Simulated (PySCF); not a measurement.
C₄HCoO₄, charge -1, doublet, geometry from GFN2-xTB of the parent state (such geometries of metal compounds can be far from the true shape) (a state made from the parent by changing its charge; the spin is typed, not shown lowest) (a gas-phase anion, which may not be bound at this level); DF-TPSS/3-21G (PySCF).

Input for PySCF:
```python
from pyscf import gto, scf, dft

mol = gto.M(
    atom='''
Co    0.16866841   -0.21594632    0.06853971
O     2.11576714    0.29848456   -2.06833429
C     1.35421924    0.10880843   -1.24378571
O     0.72658796    0.75338840    2.78353125
C     0.50304980    0.38753436    1.72901993
O    -1.56131369    1.99895132   -0.63445186
C    -0.88158165    1.12868977   -0.35823750
O    -1.88689263   -2.27515241   -0.32693741
C    -1.09826619   -1.46809481   -0.17680757
H     1.02823552   -1.31645086    0.41783143
''',
    basis='3-21g',
    charge=-1,
    spin=1,
    verbose=5,
)

mf = dft.ROKS(mol)
mf.xc = 'tpss'
mf = mf.density_fit(auxbasis='def2-universal-jkfit')
mf.kernel()
```

Task: What does PySCF print? Leave out banner, timings and long lists.

Result: 
```
PySCF version 2.14.0

[INPUT] verbose = 5
[INPUT] max_memory = 4000
[INPUT] num. atoms = 10
[INPUT] num. electrons = 85
[INPUT] charge = -1
[INPUT] spin (= nelec alpha-beta = 2S) = 1
[INPUT] symmetry False subgroup None
[INPUT] Mole.unit = angstrom
[INPUT] Symbol           X                Y                Z      unit          X                Y                Z       unit  Magmom
[...]
[INPUT] ---------------- BASIS SET ----------------
[INPUT] l, kappa, [nprim/nctr], expnt,             c_1 c_2 ...
[INPUT] O
[...]
                                48.4308           0.3515
                                10.4206           0.707658
[...]
                                1.5762            1.22156
[...]
                                1.5762            0.853955
[...]
[INPUT] H
[...]
                                0.824547          0.904691
[...]
[INPUT] Co
[...]
                                539.3908          0.375818
                                118.0449          0.682122
[...]
                                33.81561          0.096767
                                10.33323          0.958992
[...]
                                3.382714          0.343251
                                1.076954          0.846963
[...]
                                0.105041          1.084998
[...]
                                33.81561          0.563444
                                10.33323          0.463024
[...]
                                3.382714          0.476917
                                1.076954          0.599154
[...]
                                0.105041          0.999934
[...]
                                3.408983          0.847342
[...]
[INPUT] C
[...]
                                25.9109           0.358794
                                5.53335           0.700713
[...]
                                0.770545          1.21584
[...]
                                0.770545          0.860619
[...]
nuclear repulsion = 621.464696780973
number of shells = 53
number of NR pGTOs = 177
number of NR cGTOs = 101
basis = 3-21g
ecp = {}

******** <class 'pyscf.df.df_jk.DFROKS'> ********
method = DFROKS
initial guess = minao
damping factor = 0
level_shift factor = 0
DIIS = <class 'pyscf.scf.diis.CDIIS'>
diis_start_cycle = 1
diis_space = 8
diis_damp = 0
SCF conv_tol = 1e-09
SCF conv_tol_grad = None
SCF max_cycles = 50
direct_scf = False
num. doubly occ = 42  num. singly occ = 1
XC library pyscf.dft.libxc version 7.1.2
[...]
nelec by numeric integration = [42.99999406 41.99999375]
E1 = -3750.9198530460662  E2 = 1302.5277377106806  Ecoul = 1417.1686485439839  Exc = -114.64091083330328
cycle= 49 E= -1826.92741855441  delta_E= 0.118  |g|= 2.04  |ddm|= 2.19
[...]
                  Roothaan           | alpha              | beta
  Highest 2-occ = -0.0347585072644296 | -0.0740360802662769 | -0.0721943269663434
  Lowest 0-occ =   0.116968307817782 | -0.0680915720970308 | -0.0653567249736547
  1-occ =          0.111189385864267 | -0.0785069227359523 | -0.0725877249570348
  Roothaan mo_energy =
[-2.74803923e+02 -3.22707666e+01 -2.78685224e+01 -2.78641535e+01
 -2.78573200e+01 -1.87542076e+01 -1.87137162e+01 -1.86955525e+01
 -1.86052808e+01 -9.90843186e+00 -9.88176762e+00 -9.84598575e+00
 -9.82825435e+00 -3.48379106e+00 -2.17934164e+00 -2.17151045e+00
 -2.15946687e+00 -9.56922673e-01 -9.25796857e-01 -9.16385089e-01
 -8.58325072e-01 -3.79258676e-01 -3.50064505e-01 -3.30579113e-01
 -2.93849436e-01 -2.79350485e-01 -2.76151527e-01 -2.64389234e-01
 -2.58743099e-01 -2.50540323e-01 -2.44696072e-01 -2.40255365e-01
 -2.33177068e-01 -2.26586525e-01 -1.92020448e-01 -1.89193939e-01
 -1.81658653e-01 -1.19810598e-01 -7.07025524e-02 -5.68305058e-02
 -4.18532286e-02 -3.47585073e-02  1.11189386e-01  1.16968308e-01
  1.23558522e-01  1.29233806e-01  1.37887634e-01  1.50048326e-01
  1.55912680e-01  1.68289283e-01  1.74443037e-01  1.85153802e-01
  1.86996163e-01  1.93302337e-01  2.02531537e-01  4.82189813e-01
  5.00346730e-01  5.03050351e-01  5.46777214e-01  5.54892072e-01
  5.81147955e-01  6.28536310e-01  7.08709363e-01  7.99182243e-01
  8.20622364e-01  9.22229681e-01  9.37700663e-01  9.59259145e-01
  9.99620083e-01  1.00993029e+00  1.02724827e+00  1.04227106e+00
  1.08724204e+00  1.10402978e+00  1.12601193e+00  1.26576318e+00
  1.53015027e+00  1.53480200e+00  1.55695013e+00  1.57378804e+00
  1.58386490e+00  1.58889796e+00  1.59305163e+00  1.63564168e+00
  1.65703677e+00  1.67134336e+00  1.68458970e+00  1.75417509e+00
  1.90567647e+00  1.91271466e+00  1.91841484e+00  2.30357869e+00
  2.89873040e+00  2.90633175e+00  3.03203350e+00  3.04008901e+00
  3.07097157e+00  3.29323704e+00  3.30645184e+00  3.33908777e+00
  3.67671915e+00]
nelec by numeric integration = [42.99999375 41.99999327]
E1 = -3777.9385329283714  E2 = 1329.0228452130705  Ecoul = 1444.753293984313  Exc = -115.73044877124242
cycle= 50 E= -1827.45099093433  delta_E= -0.524  |g|= 0.627  |ddm|= 1.95
SCF not converged.
SCF energy = -1827.45099093433
```

The run did not converge; its last values are not results.
